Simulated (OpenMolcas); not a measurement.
# Pt4+: effect of the IPEA shift

| Quantity | Value |
| --- | --- |
| Program | OpenMolcas 26.06 |
| Basis | ANO-RCC-VTZP [8s7p5d3f1g] |
| Scalar Hamiltonian | DKH2, point nucleus |
| Active space | 6 electrons in 10 orbitals (5d 6d) |
| State averaging | 2S+1 = 5 even, 5 roots; 2S+1 = 3 even, 45 roots; 2S+1 = 1 even, 49 roots |
| Spin-orbit coupling | RASSI with atomic mean-field integrals over the reference wave functions, term energies averaged over their components |

Methods on the same reference wave functions:
A. CASSCF
B. MS-CASPT2, IPEA 0 Eh, imaginary shift 0.1 Eh (closed shells correlated: 5s 5p)
C. MS-CASPT2, IPEA 0.25 Eh, imaginary shift 0.1 Eh (closed shells correlated: 5s 5p)

Energies in cm⁻¹ above 5d⁶ ⁵D₄.

```
            Level      A      B      C
          5d⁶ ⁵D₄    0.0    0.0    0.0
          5d⁶ ⁵D₃   7433   7670   7620
          5d⁶ ⁵D₁  10942  10860  10880
   5d⁶ ⁵D₀ [73 %]  11340  10980  11040
          5d⁶ ³H₆  23503  22250  22580
5d⁶ ³F₂(1) [66 %]  29132  25870  26660
   5d⁶ ¹S₀ [58 %]  34400  30490  31240
   5d⁶ ³D₁ [68 %]  36509  31600  32380
   5d⁶ ³G₄ [57 %]  36546  33460  34000
   5d⁶ ³D₂ [64 %]  37751  33160  33840
   5d⁶ ³D₃ [50 %]  39935  35040  35860
   5d⁶ ³G₃ [52 %]  40449  37200  37880
          5d⁶ ¹I₆  41414  39870  40080
5d⁶ ³P₁(1) [66 %]  44983  41510  42270
       5d⁶ ³P₀(2)  46940  39660  40630
   5d⁶ ¹F₃ [61 %]  47755  41550  42130
5d⁶ ¹G₄(1) [55 %]  49153  45410  46210
5d⁶ ¹D₂(1) [55 %]  51536  46620  47260
       5d⁶ ³P₁(2)  56676  50290  50870
       5d⁶ ³F₄(2)  60859  55330  55780
       5d⁶ ³F₂(2)  61341  55370  55860
5d⁶ ³F₃(2) [56 %]  69196  63330  63870
5d⁶ ³P₂(2) [71 %]  69467  62880  63550
       5d⁶ ¹G₄(2)  70586  64270  64770
```

Between B and C the level of the table that moves most is 5d⁶ ³P₀(2), by 970 cm-1 (lowest in B, highest in C). Moves below CASPT2's spread within the term are not significant.

From A to B the spin-free energies of the other terms of 5d⁶ shown, above ⁵D, scale by factors of 0.81 to 0.92, as is usual when dynamic correlation screens the repulsion within a d or f shell.

The lowest spin-free term lies below A's lowest term by 0.326 hartree in B, 0.319 hartree in C.

CASPT2 breaks the degeneracy within a term, and the mean is taken; among the terms shown or strongly mixed into the levels shown the widest spread is 1100 cm-1 (5d⁶ ¹I, C). Active for correlation alone: 6d; no level in the range computed is led by a configuration that fills it, so any true level of that kind is missing. Without dynamic correlation excited terms often stand tens of per cent too high (terms of higher spin than the ground term too low), and those without a measured partner can miss by more than the paired ones (holds for A). The CASPT2 spread within a term exceeds the gap to the next term for 5d⁶ ¹I and 5d⁶ ¹G(1), so the order of their levels is uncertain (holds for B; C). Only configurations of the active space appear. Levels that lie high or do not pair safely by name in every column are left out.

A share in square brackets marks a mixed level and gives the weight of the term that names it, the lowest over the columns. A number in round brackets counts repeated terms of one configuration in the order of the reference energies.
